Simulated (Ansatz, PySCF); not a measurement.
Dimer: HF (SMILES F) (first 2 atoms) with H2 (SMILES [H][H]); geometry from B3LYP-D3(BJ)/def2-TZVP, rigid monomers moved along the line of their centres of mass till H2···H3 is 2.75 Å.
(charge 0, multiplicity 1):
```xyz
4

F      0.06905     0.09157    -0.12666
H      0.10901     0.08216     0.79901
H      0.60255     0.07168     3.50573
H     -0.14205     0.03328     3.53861
```

Interaction energies are E(AB) − E(A) − E(B) at the monomers' geometry in the complex; basis-set methods are counterpoise corrected. Rows marked so take none.

Cores are frozen in the correlated methods. Rows in 6-311+G** carry no dispersion term and start afresh at each structure.

Run with Ansatz (a quantum-chemistry and plane-wave program) with Gaussian orbitals; PySCF for 6-311+G** rows, the dispersion terms. 

```csv
level,interaction energy (meV)
HF/aug-cc-pVQZ,-16.6
PBE/def2-TZVPPD,-26.0
r2SCAN-D3(BJ)/def2-TZVPPD,-20.1
B3LYP/6-311+G** (no counterpoise),-14.9
B3LYP/def2-TZVPPD,-15.7
PBE0/def2-TZVPPD,-23.1
PBE0-D4/def2-TZVPPD,-26.2
MP2/aug-cc-pVQZ,-22.4
CCSD/aug-cc-pVQZ,?
```

Problem. Some entries are withheld; supply them.

Solution. 
- CCSD/aug-cc-pVQZ, interaction energy (meV): -21.9
